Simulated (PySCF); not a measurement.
**Ionisation energy of P²⁺ by level of theory**

P²⁺ [Ne] 3s2 3p1 (2P) → P³⁺ [Ne] 3s2 (1S), as a difference of total energies. Calculation: PySCF 2.14, in 6-31G*; the non-relativistic Hamiltonian (point nucleus). Correlated levels: valence: [Ne] frozen. The calculations carry no spin-orbit coupling.

```json
{"method": "UHF", "ionisation energy (eV)": "29.631"}
{"method": "M06-L", "ionisation energy (eV)": "30.206"}
{"method": "MP2 (valence)", "ionisation energy (eV)": "29.800"}
{"method": "CCSD (valence)", "ionisation energy (eV)": "29.913"}
{"method": "CCSD(T) (valence)", "ionisation energy (eV)": "29.930"}
```

**Question.** Estimate what SCS-MP2 (valence) gives.

**Answer.** 29.783 eV, closest to MP2 (valence) among the rows shown.

**Question.** Estimate what B3LYP gives.

**Answer.** 30.380 eV, closest to M06-L among the rows shown.

The reference lies between the lowest fine-structure levels, while these numbers refer to the centres of the terms.

Errors of the correlated levels include the incompleteness of this basis and the frozen core.

For comparison: 30.203 eV (measured; NIST Atomic Spectra Database, ionization energies).
